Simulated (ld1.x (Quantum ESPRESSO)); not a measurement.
# Mg: one change to a TM potential, before and after

| Quantity | Value |
| --- | --- |
| Element | Mg (Z = 12) |
| Generator | ld1.x (Quantum ESPRESSO) 7.5 |
| Type | norm-conserving Troullier–Martins (Kleinman–Bylander form) |
| Functional | PBE |
| Relativity | scalar-relativistic |
| Frozen core | [Ne] |
| Valence charge | 2 |
| Reference configuration | 3s2 3p0 |
| Partial waves | 3s (bound): rc 2.30 bohr; 3p (bound, empty): rc 2.55 bohr |
| Local potential | all-electron potential smoothed inside 1.85 bohr (lloc = -2) |
| Core correction | a·sin(br)/r model core, default radius (core density twice the valence density) |

All-electron outer shells of the reference configuration (PBE, scalar-relativistic, ld1.x):

```
shell  level (eV)  outermost node (bohr)  outermost maximum (bohr)
   2s      -79.85                   0.18                      0.54
   2p      -46.61                      –                      0.48
   3s       -4.70                   0.90                      2.56
   3p       -1.33                   0.96                      3.46
```

Change: wave 3s (bound): rc 2.30 bohr becomes 3s (bound): rc 3.46 bohr.

Cutoffs: the cutoffs (Ry, on a coarse ladder) from which the occupation-weighted sum of valence levels, in a spherical-Bessel basis at the reference potential, stays within 10 and 1 mRy of its value at 400 Ry; they do not see the model core or the augmentation charge, which bear on the density cutoff. Errors are all-electron minus pseudo energies relative to the spin-unpolarised reference configuration.

Q: How do hardness, ghosts and transferability respond?

A: The potential gets softer (6 Ry and 18 Ry → 6 Ry and 6 Ry); of the 5 tests that both files solve, the error grows in 3 and shrinks in 2 by more than 15 % and 0.3 meV (median size 6.0 → 14.5 meV); neither file shows a bound ghost. A larger radius leaves more room for a smooth pseudo-wave, so fewer plane waves are needed.

```tsv
quantity	base	changed
cutoff, loose	6 Ry	6 Ry
cutoff, tight	18 Ry	6 Ry
bound ghosts	none	none
error for 3s1 3p0, meV [ΔE 7.96 eV]	+6.9	-4.1
error for 3s1.5 3p0, meV [ΔE 3.14 eV]	+1.3	+0.1
error for 3s1 3p1, meV [ΔE 3.49 eV]	+1.5	-14
error for 3s0 3p1, meV [ΔE 12.33 eV]	+17	-81
error for 3s0 3p2, meV [ΔE 7.18 eV]	+6.0	-75
```
